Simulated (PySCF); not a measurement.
PySCF 2.14 output of a UHF calculation on a single atom or ion in pcseg-2 (6s4p3d2f1g, 56 functions), with no relativity, point nucleus:

```
SCF conv_tol = 1e-09
number electrons alpha = 14  beta = 10
cycle= 1 E= -1261.64023885931  delta_E= -0.00433  |g|= 0.0237  |ddm|= 0.0298
cycle= 2 E= -1261.64032983952  delta_E= -9.1e-05  |g|= 0.00433  |ddm|= 0.00506
cycle= 3 E= -1261.64033460468  delta_E= -4.77e-06  |g|= 0.000794  |ddm|= 0.00186
cycle= 4 E= -1261.6403349142  delta_E= -3.1e-07  |g|= 0.000377  |ddm|= 0.000557
cycle= 5 E= -1261.64033500681  delta_E= -9.26e-08  |g|= 6.7e-05  |ddm|= 0.000377
cycle= 6 E= -1261.64033501011  delta_E= -3.3e-09  |g|= 7.93e-06  |ddm|= 8.28e-05
cycle= 7 E= -1261.64033501017  delta_E= -5.89e-11  |g|= 2.16e-06  |ddm|= 1.24e-05
converged SCF energy = -1261.64033501017  <S^2> = 6.0040702  2S+1 = 5.0016278
```

The run itself started from symmetry-adapted Hartree-Fock orbitals and held the occupation by maximum overlap, so the iterations belong to that start.

**Question.** Which element, charge and spin multiplicity is this?

**Answer.** Fe²⁺ (iron, charge +2), multiplicity 5; the state was [Ar] 3d6, high-spin 5D determinant.
